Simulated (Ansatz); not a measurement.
The cluster Li₅Al₂: single points at one geometry.

```yaml
crystal:
  periodic: [false, false, false]
  atoms:
    - {symbol: Al, position_ang: [-0.474604, -0.603931, 0.010417]}
    - {symbol: Al, position_ang: [0.617577, -0.002491, 2.293280]}
    - {symbol: Li, position_ang: [-1.609670, 1.250117, 1.534843]}
    - {symbol: Li, position_ang: [-1.991806, 0.676247, -1.756738]}
    - {symbol: Li, position_ang: [0.426212, -1.235123, -2.409207]}
    - {symbol: Li, position_ang: [1.094518, 1.471006, -0.249226]}
    - {symbol: Li, position_ang: [1.937773, -1.555826, 0.576631]}
basis:
  gaussian: {orbitals: def2-TZVPD, initial_orbitals: start.molden}
magnetization: {spin_polarized: true, initial_magnetization: 1}
hamiltonian: {xc: pbe, dispersion: d4}
scf: {omitted_lower_state_checks: [starts]}
output: {orbitals: {seedname: orbitals}}
```

The file start.molden holds the orbitals of an earlier run on this structure, at another level or in another basis.

```sh
$ ansatz run in.yaml --threads 4 --pin off --events-out ev --progress --plain --max-ram 3916MiB
```

Shortened log:

```
Functional definition: PBE
1353 factors; their error is unknown
mean field evaluation 1: about -14207.0134 eV, gradient 7.6e0 eV
mean field evaluation 2: about -14207.1406 eV, gradient 2.3e-1 eV
mean field evaluation 4: about -14207.1413 eV, gradient 1.4e-2 eV
mean field evaluation 8: about -14207.1413 eV, gradient 1.1e-5 eV
mean field -14207.14133058 eV, -522.1028139526 hartree, gradient 1.1e-5 eV, S^2 0.776288; 0 other end points of the search recorded, 0 dependent functions left out
reference -14207.14139261 eV, -522.1028162322 hartree; 21, 20 occupied and 150, 151 virtual orbitals, 1353 factors
Total energy: -14207.31532786 eV, -522.1092082347 hartree
Checks for a lower state left out: starts
```

Hardware: 4 threads of Intel Xeon Platinum 8488C on a shared host. Wall time 3.3 s.

As the first input, with `gaussian: {orbitals: 6-31G}`, `hamiltonian: {xc: {name: B3LYP}, dispersion: d4}` (abridged; 2.5 s):

```
Functional definition: B3LYP
mean field evaluation 16: about -14217.0531 eV, gradient 2.7e-3 eV
mean field evaluation 32: about -14217.0531 eV, gradient 3.8e-5 eV
mean field -14217.05310723 eV, -522.4670650261 hartree, gradient 2.2e-5 eV, S^2 0.767555
Total energy: -14217.34590020 eV, -522.4778249692 hartree
Checks for a lower state left out: starts
```

Geometry: r2SCAN-D4/def2-TZVP.

B3LYP takes the VWN-RPA correlation. The structure comes from a short search, and lower isomers may exist.
